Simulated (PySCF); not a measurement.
## Static response to an electric field

Compound: C4H8ClFSi.
Atom-mapped SMILES: `[CH2:1]=[C:2]([CH3:3])[Si@:4]([CH3:5])([F:6])[Cl:7]` (hydrogens: H8, H9 on C1; H10, H11, H12 on C3; H13, H14, H15 on C5)

Structure used (GFN2-xTB), in Å, numbered top down from 1:
```
atom  x, y, z in Å
C1    -1.9449   -0.7578    0.4573
C2    -0.9083    0.0485    0.2608
C3    -1.0924    1.4347   -0.2855
Si4    0.8595   -0.4880    0.6518
C5     2.0264   -0.4906   -0.8406
F6     0.7877   -2.0116    1.2019
Cl7    1.6246    0.5978    2.1714
H8    -1.8254   -1.7549    0.8448
H9    -2.9556   -0.4492    0.2374
H10   -0.5810    1.5317   -1.2422
H11   -0.6611    2.1676    0.3943
H12   -2.1463    1.6623   -0.4271
H13    2.9573   -0.9986   -0.6015
H14    1.5806   -1.0022   -1.6885
H15    2.2745    0.5183   -1.1562
```

Level: wB97X-D/def2-SVPD (PySCF), static field, nuclei fixed, core orbitals frozen in the response. The polarisability tensor in these axes (au):

```
x   95.61  5.23  1.16
y    5.23 80.28  0.03
z    1.16  0.03 78.57
```

**Question.** Give the principal values, the mean and the anisotropy Δα = √{½[(α1 − α2)² + (α2 − α3)² + (α1 − α3)²]}.

**Answer.** Principal values 78.26, 78.91 and 97.29 au; mean 84.82 au = 12.57 Å³ = 13.98 × 10⁻⁴⁰ C²·m²/J; Δα = 18.72 au (22 % of the mean).

**Question.** What is the dipole moment, and where does it point?

**Answer.** (-0.65, 1.12, -2.14) D, 2.50 D in size, pointing from the negative to the positive side. Measured along this direction, the outermost atoms are F6 at the negative end and H10 at the positive end.

**Question.** What are the principal values of the traceless quadrupole moment, Θ = ½Σq(3rr − r²1), about the centre of nuclear charge?

**Answer.** -3.61, -1.83, 5.44 D·Å. The values depend on the origin, since the dipole doesn't vanish. The electronic extent ⟨r²⟩ about the same centre is 1167 bohr², a root-mean-square distance of 2.13 Å for the 72 electrons.

**Question.** Give the principal axes and the span of the nuclei along them.

**Answer.** Largest value along (0.95, 0.29, 0.06), where the nuclei span 5.43 Å; middle along (-0.20, 0.76, -0.62), 4.48 Å; least along (-0.23, 0.58, 0.79), 3.97 Å. The response follows the extents in order.

**Question.** Estimate the molar refractivity from the static electronic polarisability.

**Answer.** Lorentz–Lorenz: R = (4π/3)N_A α = 2.5225 cm³/(mol·Å³) × 12.57 Å³ = 31.7 cm³/mol, in the limit of long wavelengths.

**Question.** What depolarisation ratio follows for Rayleigh scattering of linearly polarised light, taking the static tensor?

**Answer.** ρ = 3Δα²/(45ᾱ² + 4Δα²) = 1051.1/(323737 + 1401.4) = 0.00323.

One conformer (not necessarily the lowest) at the GFN2-xTB geometry, without solvent, vibrations or thermal averaging.

The run behind these numbers computed excited states as well. The run took 2.1 min of wall time (grids of density and orbitals included) on one thread of an Intel Xeon at 2.50 GHz (shared host), and the process peaked at 1.0 GiB of memory.
